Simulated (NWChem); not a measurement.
System: C₃H₆OS; SMILES CCSC=O

Excerpt of the output:

```
             Northwest Computational Chemistry Package (NWChem) 7.3.0
             --------------------------------------------------------

                             Geometry "geometry" -> ""
                             -------------------------

 Output coordinates in angstroms (scale by  1.889725989 to convert to a.u.)

  No.       Tag          Charge          X              Y              Z
 ---- ---------------- ---------- -------------- -------------- --------------
    1 C                    6.0000     0.75785200     1.86109600    -0.43354200
    2 C                    6.0000     0.01701300     1.09195100     0.64332000
    3 S                   16.0000    -1.09447200    -0.18925400    -0.01062000
    4 C                    6.0000     0.05474100    -1.51104100    -0.20682800
    5 O                    8.0000     1.22334300    -1.47570800     0.06372700
    6 H                    1.0000     1.38636300     2.64124900     0.02477100
    7 H                    1.0000     1.41573700     1.19228700    -1.00664300
    8 H                    1.0000     0.06317600     2.34937300    -1.13300100
    9 H                    1.0000    -0.62713000     1.74710200     1.24858500
   10 H                    1.0000     0.71655500     0.57793100     1.31966500
   11 H                    1.0000    -0.45428900    -2.41479400    -0.61850700

 Effective nuclear repulsion energy (a.u.)     223.5714304606

                              NWChem Property Module
                              ----------------------

  itol2e modified to match energy
  convergence criterion.

                                 NWChem DFT Module
                                 -----------------

 Summary of "ao basis" -> "ao basis" (spherical)
 ------------------------------------------------------------------------------
       Tag                 Description            Shells   Functions and Types
 ---------------- ------------------------------  ------  ---------------------
 C                          pcsseg-1                 7       17   3s3p1d
 S                          pcsseg-1                10       24   4s5p1d
 O                          pcsseg-1                 7       17   3s3p1d
 H                          pcsseg-1                 3        5   2s1p

  itol2e modified to match energy
  convergence criterion.

[...]

          -----------------------------------------
          Chemical Shielding Tensors (GIAO, in ppm)
          -----------------------------------------

                                NWChem CPHF Module
                                ------------------

  scftype          =     RHF
  nclosed          =       24
  nopen            =        0
  variables        =     2352
  # of vectors     =        3
  tolerance        = 0.10D-03
  level shift      = 0.00D+00
  max iterations   =       50
  max subspace     =       30

 SCF residual:    8.4090545163095917E-005

Iterative solution of linear equations
  No. of variables     2352
  No. of equations        3
  Maximum subspace       30
        Iterations       50
       Convergence  1.0D-04

   iter   nsub   residual    time
   ----  ------  --------  ---------
     1      3    1.03D+00     114.1
     2      6    1.58D-01     127.1
     3      9    7.13D-03     135.0
     4     12    8.19D-04     142.8
     5     15    5.51D-05     153.4

      Atom:    1  C
        Diamagnetic
    247.3484      5.7939     -5.4586
      5.7939    250.4282     -6.4654
     -5.4586     -6.4654    250.0568

        Paramagnetic
    -83.6757     10.8820      1.8652
     10.8820    -83.3087      0.2504
      1.8652      0.2504    -79.4448

        Total Shielding Tensor
    163.6727     16.6759     -3.5934
     16.6759    167.1194     -6.2150
     -3.5934     -6.2150    170.6120

           isotropic =     167.1347
          anisotropy =      27.5309

          Principal Components and Axis System
                 1           2           3
              185.4887    167.3924    148.5231

      1         0.5923      0.3401      0.7304
      2         0.6825      0.2700     -0.6792
      3        -0.4282      0.9008     -0.0723

      Atom:    2  C
        Diamagnetic
    250.8034      9.5391     -1.5007
      9.5391    256.1004      0.4128
     -1.5007      0.4128    247.1060

        Paramagnetic
    -98.6199      9.0507     -3.6026
      9.0507    -98.1165      0.9176
     -3.6026      0.9176    -82.2872

        Total Shielding Tensor
    152.1834     18.5898     -5.1032
     18.5898    157.9839      1.3304
     -5.1032      1.3304    164.8188

           isotropic =     158.3287
          anisotropy =      24.2347

          Principal Components and Axis System
                 1           2           3
              174.4852    165.0025    135.4985

      1         0.6532      0.0415      0.7561
      2         0.7160      0.2910     -0.6346
      3        -0.2463      0.9558      0.1604

      Atom:    3  S
        Diamagnetic
   1056.8974      0.0996      1.4222
      0.0996   1059.7701      3.4604
      1.4222      3.4604   1048.2806

        Paramagnetic
  -1091.3309   -172.5793   -151.9535
   -172.5793   -521.4370     -1.9549
   -151.9535     -1.9549   -690.0743

        Total Shielding Tensor
    -34.4335   -172.4797   -150.5313
   -172.4797    538.3331      1.5055
   -150.5313      1.5055    358.2063

           isotropic =     287.3686
          anisotropy =     461.0565

          Principal Components and Axis System
                 1           2           3
              594.7396    393.1679   -125.8017

      1        -0.3031     -0.2203      0.9272
      2         0.9320     -0.2715      0.2401
      3         0.1988      0.9369      0.2876

      Atom:    4  C
        Diamagnetic
    265.5195     -7.2750      3.7447
     -7.2750    256.1313      4.1835
      3.7447      4.1835    239.4574

[...]
```

Level: PBE0/pcSseg-1, GIAO. Coordinates come from a PBE0/def2-SVP optimisation. The printed shielding anisotropy is the first printed principal value minus the mean of the other two.

**Question.** Reconstruct the input file.

**Answer.** This is not unique; one that fits is the input that was run:
```
start job
memory heap 200 mb stack 900 mb global 1100 mb
geometry units angstroms noautosym nocenter noautoz
  C      0.757852     1.861096    -0.433542
  C      0.017013     1.091951     0.643320
  S     -1.094472    -0.189254    -0.010620
  C      0.054741    -1.511041    -0.206828
  O      1.223343    -1.475708     0.063727
  H      1.386363     2.641249     0.024771
  H      1.415737     1.192287    -1.006643
  H      0.063176     2.349373    -1.133001
  H     -0.627130     1.747102     1.248585
  H      0.716555     0.577931     1.319665
  H     -0.454289    -2.414794    -0.618507
end
basis spherical
  * library pcsseg-1
end
dft
  xc pbe0
  iterations 150
end
property
  shielding
end
task dft property
```
